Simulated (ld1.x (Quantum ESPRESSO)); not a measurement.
## niobium: excitation energies, all-electron against RRKJ

```
Element                 : Nb (Z = 41)
Generator               : ld1.x (Quantum ESPRESSO) 7.5
Type                    : norm-conserving RRKJ (Kleinman–Bylander form)
Functional              : PBE
Relativity              : scalar-relativistic
Frozen core             : [Ar] 3d10 4s2
Valence charge          : 11
Reference configuration : 4p6 4d4 5s0.5 5p0.5
Partial waves           : 5s (bound): rc 2.95 bohr; 4d (bound): rc 1.70 bohr; 4p (bound): rc 1.50 bohr
Local potential         : the p channel
Core correction         : none
rho0                    : 0.005
```

Occupied shells without a wave of their own: 5p. They enter only through the test configuration that unscreens the potential.

Energies are relative to the spin-unpolarised reference configuration 4p6 4d4 5s0.5 5p0.5; without spin polarisation the order of configurations can differ from experiment.

```json
{"valence configuration": "4p6 4d4 5s1 5p0", "charge": "0", "ΔE all-electron (eV)": "-1.454", "error AE − PS (meV)": "-7.1"}
{"valence configuration": "4p6 4d3 5s0 5p0", "charge": "+2", "ΔE all-electron (eV)": "19.223", "error AE − PS (meV)": "-12"}
{"valence configuration": "4p6 4d3 5s1 5p0", "charge": "+1", "ΔE all-electron (eV)": "5.563", "error AE − PS (meV)": "-41"}
{"valence configuration": "4p6 4d4.5 5s0.5 5p0", "charge": "0", "ΔE all-electron (eV)": "-0.896", "error AE − PS (meV)": "-6.9"}
{"valence configuration": "4p6 4d1 5s0 5p0", "charge": "+4", "ΔE all-electron (eV)": "80.853", "error AE − PS (meV)": "+20"}
{"valence configuration": "4p6 4d4 5s0.5 5p0", "charge": "+0.5", "ΔE all-electron (eV)": "1.184", "error AE − PS (meV)": "-10"}
```

Problem. What are ΔE and the potential's error for 4p6 4d4 5s0 5p0?

Solution. ΔE = 5.183 eV all-electron; the error (AE − PS) is -15 meV.

Levels in the configuration 4p6 4d4 5s0.5 5p0:

| level | all-electron (eV) | pseudo (eV) |
| --- | --- | --- |
| 4p | -37.578 | -37.592 |
| 4d | -6.031 | -6.042 |
| 5s | -6.607 | -6.614 |

Note: ghost state, extra bound levels that the all-electron valence spectrum of the same l lacks: s at -18.2 eV. A true bound ghost makes a file unfit for plane-wave use.
